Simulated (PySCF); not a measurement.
# Broadened absorption spectrum of C4H13PSi2

C₄H₁₃PSi₂.
SMILES: `C[C@@H]1C[C@H]1[SiH2]P[SiH3]`

Method used: TDDFT CAM-B3LYP/def2-SVPD, vertical, gas phase, core orbitals frozen in the response in PySCF. One conformer (not necessarily the lowest) at the PBE0-D3(BJ)/def2-SVP geometry, without solvent, vibrations or thermal averaging.

Broadening: Gaussians 0.5 eV wide at half height, area fixed by f = 4.319×10⁻⁹ ∫ε dν̃. The width is an assumption, not a result. The curve ends short of the highest state used, and states not computed would add to its high-energy end.

E (eV), ε (L mol⁻¹ cm⁻¹) and a bar:
```
     5.38          2 
     5.46          6 
     5.53         18 
     5.61         49 
     5.68        107 
     5.76        235 #
     5.83        425 ##
     5.91        765 ###
     5.98       1192 #####
     6.06       1850 #######
     6.13       2579 ##########
     6.21       3557 ##############
     6.28       4463 ##################
     6.36       5398 ######################
     6.43       5977 ########################
     6.51       6245 #########################
     6.58       6140 #########################
     6.66       5774 #######################
     6.73       5410 ######################
     6.81       5128 #####################
     6.88       5100 ####################
     6.96       5421 ######################
     7.03       6109 ########################
     7.11       7487 ##############################
```

**Question.** Locate the maxima and give the states behind the curve.

**Answer.** 190 nm (6.52 eV), ε about 6200, made up of S2 (37%) and S3 (52%) (ε in L mol⁻¹ cm⁻¹; maxima over ε = 5, shares over 10%). At its high-energy end, 7.11 eV, the curve is still rising (ε about 7500, from S4, S6 and S7). The states used: S1 6.13 eV (f 0.017); S2 6.40 eV (f 0.050); S3 6.56 eV (f 0.062); S4 6.91 eV (f 0.053); S5 7.05 eV (f 0.0038); S6 7.31 eV (f 0.117); S7 7.56 eV (f 0.208); S8 7.62 eV (f 0.016); S9 7.64 eV (f 0.035); S10 7.71 eV (f 0.019).

**Question.** Coming from long wavelengths, where does ε first pass 100 L mol⁻¹ cm⁻¹?

**Answer.** At about 218 nm (5.67 eV), 0.46 eV below S1.

**Question.** On this curve, what absorbance would a 10⁻⁵ mol/L sample give at 222 nm over a 1 cm path?

**Answer.** 222 nm is 5.585 eV, where ε is about 36 L mol⁻¹ cm⁻¹, so A = ε c l ≈ 0.00036 (Beer–Lambert, with the gas-phase spectrum and the assumed width).

**Question.** What would ε be at 6.52 eV, the highest of these maxima, with half the width (0.25 eV)?

**Answer.** About 8930 L mol⁻¹ cm⁻¹ against 6250, a factor of about 1.4; a lone state at its own centre would give exactly 2.

All these states lie below the vertical ionisation energy of 9.04 eV (ΔSCF).
